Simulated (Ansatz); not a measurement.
Ideal-gas functions of C2HCl3Sn, SMILES `C#[C][Sn]([Cl])([Cl])[Cl]` at 298.15 K and 1 bar, from an Ansatz frequency run at PBE0-D4/def2-TZVP.

Molar mass 250.1 g/mol, point group C3v (symmetry number 3), electronic degeneracy 1, moments of inertia 488.987, 509.736, 509.751 u Å². Harmonic wavenumbers (cm⁻¹, unscaled): 76, 76, 111, 111, 127, 255, 255, 376, 399, 399, 481, 744, 744, 2162, 3460.

Use S(trans) = R[1.5 ln M + 2.5 ln T − 1.1517]; rotational temperatures θ = 24.2544 K / I; S(rot) = R[ln(√π/σ · √(T³/θAθBθC)) + 1.5]; for each mode x = 1.438777 ν̃/T, S = R[x/(eˣ − 1) − ln(1 − e⁻ˣ)] and H = RT x/(eˣ − 1); 1 cm⁻¹ = 0.0119627 kJ/mol; R = 8.31446 J/(mol·K).

By hand: the entropy, in J/(mol·K).

Translation 177.7. Rotation: θ = 0.0496, 0.0476, 0.0476 K, giving 117.0. Vibration, mode by mode: 16.70, 16.70, 13.60, 13.60, 12.51, 7.10, 7.10, 4.42, 4.04, 4.04, 2.96, 1.08, 1.08, 0.00, 0.00, in all 104.9. Electronic 0.0. Sum 399.6 J/(mol·K).

By hand: H − E and G − E in kJ/mol, counted from the electronic energy.

Zero-point energy ½ × 9776 × 0.0119627 = 58.5; thermal vibration 15.8; translation, rotation and pV give 4 RT = 9.9. H − E = 84.2 kJ/mol, and G − E = 84.2 − 298.15 × 399.6/1000 = -34.9 kJ/mol.

Vibration gives 26 % of the entropy, 73.1 J/(mol·K) of it from the modes under 150 cm⁻¹: soft modes count most, and the harmonic formula is weakest for them.
